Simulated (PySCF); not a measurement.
C2H6BF2N, SMILES B(F)(N(C)C)F. Atoms are numbered in the order given.

```xyz
12

B      0.0000     0.0000     0.7847
F      0.0000     1.1397     1.4814
F      0.0000    -1.1397     1.4814
N      0.0000     0.0000    -0.6140
C      0.0000     1.2250    -1.3900
C      0.0000    -1.2250    -1.3900
H      0.8914     1.2845    -2.0414
H     -0.8914     1.2845    -2.0414
H      0.0000     2.0959    -0.7226
H     -0.8914    -1.2845    -2.0414
H      0.8914    -1.2845    -2.0414
H      0.0000    -2.0959    -0.7226
```

Geometry optimised at B3LYP-D3(BJ)/def2-SVP. Other conformers were not sampled.

Two levels are set side by side: PBE/pcSseg-1 (PySCF) and PBE0/pcSseg-1 (PySCF). GIAO shifts against BF3 (¹¹B), CFCl3 (¹⁹F), NH3 (¹⁵N), TMS (¹H), TMS (¹³C) at the same level; non-relativistic, no solvent, atoms listed together averaged. Differences are taken from unrounded values.

| quantity | PBE0 | PBE | PBE minus PBE0 |
|---|---|---|---|
| δ(¹¹B) of B1 (ppm) | 5.5 | 5.0 | -0.5 |
| δ(¹⁹F) of F2, F3 (ppm) | -145.0 | -164.0 | -19.0 |
| δ(¹⁵N) of N4 (ppm) | 66.6 | 76.4 | 9.8 |
| δ(¹³C) of C5, C6 (ppm) | 38.6 | 39.9 | 1.3 |

Rough cost on one machine, each run with all the roots and properties that it gave: PBE0 against PBE within a factor of 2.
